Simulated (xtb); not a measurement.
C2ClO2Pt (SMILES [O+]#[C-]->[Pt]([Cl])<-[C-]#[O+]), doublet, geometry from GFN2-xTB (such geometries of metal compounds can be far from the true shape) (the multiplicity is a formal guess); GFN0-xTB run with xtb.

Input for xtb:
```
$ xtb mol.xyz --gfn 0 --uhf 1 --json

# file mol.xyz
6

Pt     0.00371783    -0.11568907     0.14753649
Cl    -1.93109576    -0.88150464    -0.35251612
O     -0.03880260     1.92335380    -1.90394946
C     -0.07715069     1.69516656    -0.78325718
O      2.83352493    -0.13392077     1.20667018
C      1.77396054    -0.07952286     0.79378428
```

What the program printed (banner, timings and long lists left out):

```
   ID    Z sym.   atoms
    1   78 Pt     1
    2   17 Cl     2
    3    8 O      3, 5
    4    6 C      4, 6

           -------------------------------------------------
          |                Calculation Setup                |
           -------------------------------------------------

           -------------------------------------------------
          |                 G F N 0 - x T B                 |
           -------------------------------------------------

          ...................................................
          :                      SETUP                      :
          :.................................................:
          :  # basis functions                  36          :
          :  # atomic orbitals                  34          :
          :  # shells                           14          :
          :  # electrons                        37          :
          :  electronic temp.          300.0000000     K    :
          :  accuracy                    1.0000000          :
          :  -> integral cutoff          0.2500000E+02      :
          :  -> integral neglect         0.1000000E-07      :
          ...................................................

         :::::::::::::::::::::::::::::::::::::::::::::::::::::
         ::                     SUMMARY                     ::
         :::::::::::::::::::::::::::::::::::::::::::::::::::::
         :: total energy             -19.273888076863 Eh    ::
         :: gradient norm              0.077962451796 Eh/a0 ::
         :: HOMO-LUMO gap              2.188193573212 eV    ::
         ::.................................................::
         :: H0 energy                -19.254552032052 Eh    ::
         :: repulsion energy           0.135018696533 Eh    ::
         :: electrostat energy        -0.127645292103 Eh    ::
         :: -> Gsolv                   0.000000000000 Eh    ::
         ::    -> Gsasa                0.000000000000 Eh    ::
         ::    -> Gshift               0.000000000000 Eh    ::
         :: dispersion energy         -0.001986506641 Eh    ::
         :: short-range corr.         -0.024722942601 Eh    ::
         :: add. restraining           0.000000000000 Eh    ::
         :: total charge               0.000000000000 e     ::
         :::::::::::::::::::::::::::::::::::::::::::::::::::::

           -------------------------------------------------
          |                Property Printout                |
           -------------------------------------------------

    * Orbital Energies and Occupations

         #    Occupation            Energy/Eh            Energy/eV
      -------------------------------------------------------------
         1        2.0000           -0.9725655             -26.4649
       ...           ...                  ...                  ...
         7        2.0000           -0.5009210             -13.6308
         8        2.0000           -0.4992022             -13.5840
         9        2.0000           -0.4961569             -13.5011
        10        2.0000           -0.4926725             -13.4063
        11        2.0000           -0.4685108             -12.7488
        12        2.0000           -0.4673997             -12.7186
        13        2.0000           -0.4594959             -12.5035
        14        2.0000           -0.4540739             -12.3560
        15        2.0000           -0.4085545             -11.1173
        16        2.0000           -0.3995905             -10.8734
        17        2.0000           -0.3949062             -10.7459
        18        2.0000           -0.3935656             -10.7095
        19        1.0000           -0.3381487              -9.2015 (HOMO)
        20                         -0.2577341              -7.0133 (LUMO)
        21                         -0.2477808              -6.7425
        22                         -0.2346954              -6.3864
        23                         -0.2048782              -5.5750
        24                         -0.0694504              -1.8898
        25                         -0.0638844              -1.7384
        26                         -0.0637384              -1.7344
        27                         -0.0535997              -1.4585
        28                         -0.0415648              -1.1310
        29                          0.0223370               0.6078
        30                          0.3042101               8.2780
       ...                                ...                  ...
        34                          1.0699536              29.1149
      -------------------------------------------------------------
                  HL-Gap            0.0804146 Eh            2.1882 eV
             Fermi-level            0.0000000 Eh            0.0000 eV

     #   Z          covCN         q      C6AA      α(0)
     1  78 Pt       2.711     0.551   296.569    32.362
     2  17 Cl       0.852    -0.184   102.861    15.503
     3   8 O        0.860    -0.313    19.958     5.995
     4   6 C        1.773     0.150    28.077     8.556
     5   8 O        0.856    -0.279    19.347     5.902
     6   6 C        1.793     0.076    29.804     8.813

 Mol. C6AA /au·bohr⁶  :       2186.599331
 Mol. C8AA /au·bohr⁸  :     113834.489523
 Mol. α(0) /au        :         77.131196

Wiberg/Mayer (AO) data.
largest (>0.10) Wiberg bond orders for each atom

 ---------------------------------------------------------------------------
     #   Z sym  total        # sym  WBO       # sym  WBO       # sym  WBO
 ---------------------------------------------------------------------------
     1  78 Pt   3.568 --     6 C    1.179     4 C    0.987     2 Cl   0.938
                             5 O    0.237     3 O    0.229
     2  17 Cl   1.086 --     1 Pt   0.938
     3   8 O    2.738 --     4 C    2.451     1 Pt   0.229
     4   6 C    3.502 --     3 O    2.451     1 Pt   0.987
     5   8 O    2.704 --     6 C    2.402     1 Pt   0.237
     6   6 C    3.673 --     5 O    2.402     1 Pt   1.179
 ---------------------------------------------------------------------------

Topologies differ in total number of bonds
Writing topology from bond orders to xtbtopo.mol

 dipole moment from electron density (au)
     X       Y       Z
   2.3784   0.9908   0.0721  total (Debye):    6.551

           -------------------------------------------------
          | TOTAL ENERGY              -19.273888076863 Eh   |
          | GRADIENT NORM               0.077962451796 Eh/α |
          | HOMO-LUMO GAP               2.188193573212 eV   |
           -------------------------------------------------

normal termination of xtb
```
